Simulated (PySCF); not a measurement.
Magnetisability: SMILES C=P12C=CC(C=C1)C=C2, C8H9P

Molfile (atoms numbered from 1):
```
C8H9P
     RDKit          3D

 18 19  0  0  0  0  0  0  0  0999 V2000
   -2.7723    0.4484    0.1719 C   0  0  0  0  0  0  0  0  0  0  0  0
   -1.1403    0.0492   -0.0849 P   0  0  1  0  0  5  0  0  0  0  0  0
   -0.1083    1.5059   -0.3583 C   0  0  0  0  0  0  0  0  0  0  0  0
    1.1924    1.2899   -0.2383 C   0  0  0  0  0  0  0  0  0  0  0  0
    1.6618   -0.1165    0.0698 C   0  0  1  0  0  0  0  0  0  0  0  0
    0.9953   -0.5436    1.3608 C   0  0  0  0  0  0  0  0  0  0  0  0
   -0.3274   -0.5315    1.4193 C   0  0  0  0  0  0  0  0  0  0  0  0
    1.1489   -1.0189   -1.0280 C   0  0  0  0  0  0  0  0  0  0  0  0
   -0.1581   -1.0527   -1.2273 C   0  0  0  0  0  0  0  0  0  0  0  0
   -3.2031    0.9193   -0.7109 H   0  0  0  0  0  0  0  0  0  0  0  0
   -3.3466   -0.4282    0.4692 H   0  0  0  0  0  0  0  0  0  0  0  0
   -0.5761    2.4575   -0.5521 H   0  0  0  0  0  0  0  0  0  0  0  0
    1.9454    2.0558   -0.3427 H   0  0  0  0  0  0  0  0  0  0  0  0
    2.7481   -0.1614    0.1522 H   0  0  0  0  0  0  0  0  0  0  0  0
    1.6344   -0.8362    2.1795 H   0  0  0  0  0  0  0  0  0  0  0  0
   -0.9250   -0.7875    2.2792 H   0  0  0  0  0  0  0  0  0  0  0  0
    1.8714   -1.5887   -1.5929 H   0  0  0  0  0  0  0  0  0  0  0  0
   -0.6490   -1.6543   -1.9782 H   0  0  0  0  0  0  0  0  0  0  0  0
  1  2  2  0
  2  3  1  6
  3  4  2  0
  4  5  1  0
  5  6  1  0
  6  7  2  0
  5  8  1  0
  8  9  2  0
  7  2  1  0
  9  2  1  0
  1 10  1  0
  1 11  1  0
  3 12  1  0
  4 13  1  0
  5 14  1  1
  6 15  1  0
  7 16  1  0
  8 17  1  0
  9 18  1  0
M  END
```

The calculation used GIAO PBE/pcSseg-1 magnetisability, rotational g tensor and spin-rotation constants, non-relativistic, gas phase (PySCF). Geometry: GFN2-xTB.

Question: How diamagnetic is it, and how anisotropic?

Answer: Isotropic -1293 × 10⁻³⁰ J/T², or -77.9 × 10⁻⁶ cm³/mol; principal values -1510, -1395, -976 × 10⁻³⁰ J/T², anisotropy 486 × 10⁻³⁰ J/T² (root of half the summed squared differences of the principal values). The susceptibility is in cgs units.

Question: Split it along the inertial axes a, b, c into diamagnetic and paramagnetic parts about the centre of mass, with the quadrupole moment.

Answer: 
```tsv
axis	χ (10⁻⁶ cm³/mol)	diamagnetic (10⁻⁶ cm³/mol)	paramagnetic (10⁻⁶ cm³/mol)	summed x² of all electrons (Å²)	quadrupole Θ (D Å)
a	-59.5	-595.7	536.1	159.8	-2.43
b	-84.0	-974.2	890.2	70.6	+3.64
c	-90.1	-977.3	887.2	69.8	-1.21
```
Anisotropies 2χaa − χbb − χcc = +55.0 and 2χbb − χaa − χcc = -18.3 × 10⁻⁶ cm³/mol. Θ is traceless in Buckingham's convention.

Question: And the rotational g tensor?

Answer: 
| axis | rotational constant (GHz) | g | nuclear part | electronic part |
| --- | --- | --- | --- | --- |
| a | 2.5876 | -0.0575 | 0.5942 | -0.6518 |
| b | 1.4399 | -0.0179 | 0.5843 | -0.6022 |
| c | 1.4338 | -0.0118 | 0.5858 | -0.5976 |

Asymmetric top; isotopes 12C, 1H, 31P; no vibrational averaging.
